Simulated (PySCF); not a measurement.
## Electric field gradients and quadrupole coupling constants

Compound: C5H13OPSi2.
Z-matrix (Å and degrees, GFN2-xTB geometry), rows numbered from 1:
```
C 
C   1  1.3329
C   2  1.4848  1  124.64
Si  3  1.9305  2  112.33  1   128.08
Si  4  2.3191  3  113.28  2    99.22
P   5  2.2396  4  110.34  3   -58.94
C   2  1.4752  1  121.88  3   175.08
C   7  1.4990  2  119.51  1    32.56
O   7  1.2188  2  118.90  1  -147.07
H   1  1.0765  2  122.56  3  -176.29
H   1  1.0770  2  121.11  3     1.43
H   3  1.0922  2  108.51  1  -113.78
H   3  1.0877  2  109.99  1     3.45
H   4  1.4816  3  101.74  2  -145.45
H   4  1.4662  3  108.89  2   -36.49
H   5  1.4742  4  113.48  3    57.44
H   5  1.4721  4  112.61  3   176.19
H   6  1.3773  5   95.52  4   -83.12
H   6  1.3899  5   94.55  4  -175.66
H   8  1.0898  7  108.86  2   -86.45
H   8  1.0861  7  111.35  2    33.47
H   8  1.0879  7  109.09  2   155.78
```

Field gradients from the PBE0/pcSseg-1 density (PySCF, non-relativistic), principal values in atomic units, ordered |Vxx| ≤ |Vyy| ≤ |Vzz|:

```
atom     Vxx     Vyy      Vzz
  O9  0.6019  1.2172  -1.8191
```

**Question.** Find the asymmetry η = (Vxx − Vyy)/Vzz and the couplings χ = eQV/h (234.96 MHz × Q in barn × V in au), with Q(17O) = −0.0256 b.

**Answer.** 
| atom | environment | nucleus | η | χzz (MHz) | χxx (MHz) | χyy (MHz) |
| --- | --- | --- | --- | --- | --- | --- |
| O9 | ketone oxygen | 17O | 0.34 | 10.94 | -3.62 | -7.32 |

**Question.** What is Vzz at O9 in SI units (1 au = 9.71736 × 10²¹ V/m²)?

**Answer.** -1.8191 au = -17.676 × 10²¹ V/m².

**Question.** And the gradient at the other heavy atoms, for which no coupling is worked out here?

**Answer.** 
```tsv
atom	environment	Vzz (au)	η
C1	terminal =CH2 carbon	0.323	0.27
C2	fully substituted alkene carbon	0.320	0.51
C3	sp3 carbon bound to silicon	0.090	0.73
Si4	SiH2 silicon	-0.191	0.93
Si5	SiH2 silicon	0.223	0.42
P6	three-coordinate phosphorus	-0.996	0.35
C7	ketone carbonyl carbon	0.578	0.17
C8	methyl carbon next to a carbonyl	0.074	0.98
```

**Question.** What couplings would deuterons (Q(2H) = 0.00286 b) have in place of the hydrogens, at this geometry?

**Answer.** 
```
atom  bonded to  bond length (Å)  Vzz (au)     η  χzz (kHz)
 H10         C1            1.076    0.3359  0.06        226
 H11         C1            1.077    0.3345  0.05        225
 H12         C3            1.092    0.3093  0.04        208
 H13         C3            1.088    0.3165  0.05        213
 H14        Si4            1.482    0.1516  0.02        102
 H15        Si4            1.466    0.1642  0.04        110
 H16        Si5            1.474    0.1583  0.01        106
 H17        Si5            1.472    0.1598  0.01        107
 H18         P6            1.377    0.2228  0.06        150
 H19         P6            1.390    0.2100  0.07        141
 H20         C8            1.090    0.3113  0.02        209
 H21         C8            1.086    0.3129  0.03        210
 H22         C8            1.088    0.3091  0.02        208
```

The structure is a single GFN2-xTB conformer in the gas phase; no vibrational or solvent corrections. GFN2-xTB bond lengths can be off by several hundredths of an ångström, more for odd bonds, and the gradients follow them. A larger basis could move these couplings by a tenth or more.
